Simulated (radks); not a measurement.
Coulomb parameter of the 3d shell of the vanadium ion V3+ in the model configuration [Ar] 3d1 4s1, as a second difference U = [E(n + 0.25) + E(n - 0.25) - 2 E(n)] / (0.25)^2 with all orbitals relaxed. "Bare": the charge of the atom changes with n. "Screened": the 4s shell takes up the change at fixed total charge, which measures U(3d,3d) + U(4s,4s) - 2 U(3d,4s). Calculated with a radial shooting solver on a logarithmic mesh with Libxc functionals: scalar-relativistic Kohn-Sham, PBE, spin-unpolarised, spherical densities, finite nucleus; Fermi nuclear charge, rms radius 3.6002 fm.

| case | configuration | E - E(n) (eV) |
|---|---|---|
| start | [Ar] 3d1 4s1 | 0.000 |
| bare +0.25 | [Ar] 3d1.25 4s1 | -10.341 |
| bare -0.25 | [Ar] 3d0.75 4s1 | 11.475 |
| screened +0.25 | [Ar] 3d1.25 4s0.75 | -3.173 |
| screened -0.25 | [Ar] 3d0.75 4s1.25 | 3.447 |

U(bare) = 18.152 eV, U(screened by 4s) = 4.374 eV, against the Slater integral F0(3d,3d) = 22.511 eV with frozen orbitals.
